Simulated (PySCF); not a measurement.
How methods differ on the excitation energy of Cr⁺

Cr⁺ [Ar] 3d5 (6S) → Cr⁺ [Ar] 3d4 4s1 (6D), as a difference of total energies. Computed with PySCF 2.14 in x2c-TZVPPall, with scalar relativity by spin-free X2C-1e. Correlated levels: valence and next inner shell: [Ne] frozen. The calculations carry no spin-orbit coupling.

| method | excitation energy (eV) |
| --- | --- |
| UHF | 0.740 |
| MP2 (valence and next inner shell) | 1.690 |
| SCS-MP2 (valence and next inner shell) | 1.263 |
| CCSD (valence and next inner shell) | 1.357 |
| CCSD(T) (valence and next inner shell) | 1.377 |

Question: How much does correlation contribute at CCSD(T) (valence and next inner shell)?

Answer: 1.377 − (0.740) = 0.637 eV, measured against UHF.

Errors of the correlated levels include the incompleteness of this basis and the frozen core.

The basis was made for the ground configuration and has no added diffuse functions, so the excitation energy can come out too high.

For comparison: 1.522 eV (measured; NIST levels, between the centres of gravity of the two terms).
